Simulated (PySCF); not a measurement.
CH4N, charge -1, singlet, at a GFN2-xTB geometry (in this run its highest filled SCF level lies above zero, so its values depend strongly on the basis, on diffuse functions most of all); BLYP/cc-pVDZ (PySCF).

Here is a job for PySCF.
```python
from pyscf import gto, scf, dft

mol = gto.Mole()
mol.atom = '''
    C    -0.081984    0.828586   -0.006812
    N     0.046891   -0.731902    0.006198
    H    -0.498121   -1.028548    0.823905
    H    -0.509639   -1.043023   -0.798264
    H     0.592027    1.119620    0.875268
    H     0.579398    1.103748   -0.903426
'''
mol.basis = 'cc-pvdz'
mol.charge = -1
mol.spin = 0
mol.verbose = 3
mol.build()

mf = dft.RKS(mol)
mf.xc = 'blyp'
mf.kernel()
mf.analyze()
```

Q: Predict the main parts of the log of this PySCF run.

A: 
```
converged SCF energy = -95.0895881891928
**** MO energy ****
MO #1   energy= -13.7428553719862  occ= 2
MO #2   energy= -9.60972761461872  occ= 2
MO #3   energy= -0.501163453759157 occ= 2
MO #4   energy= -0.257163605685538 occ= 2
MO #5   energy= -0.160220767546245 occ= 2
MO #6   energy= -0.0434797199595001 occ= 2
MO #7   energy= -0.0103485446574263 occ= 2
MO #8   energy= 0.021307262310406  occ= 2
MO #9   energy= 0.181121163476349  occ= 2
MO #10  energy= 0.251683525102239  occ= 0
MO #11  energy= 0.305354073956428  occ= 0
MO #12  energy= 0.307894293521763  occ= 0
MO #13  energy= 0.359364120056489  occ= 0
MO #14  energy= 0.434887038462687  occ= 0
MO #15  energy= 0.664930676712693  occ= 0
MO #16  energy= 0.7057474363854    occ= 0
MO #17  energy= 0.760168337381887  occ= 0
 ** Mulliken atomic charges  **
charge of    0C =     -0.68390
charge of    1N =     -0.49869
charge of    2H =      0.12577
charge of    3H =      0.12577
charge of    4H =     -0.03447
charge of    5H =     -0.03447

WARN: System has nonzero charge -1; the dipole moment is origin-dependent.
Location of origin: [0. 0. 0.]

Dipole moment(X, Y, Z, Debye): -0.12569, -3.14212,  0.02893
```
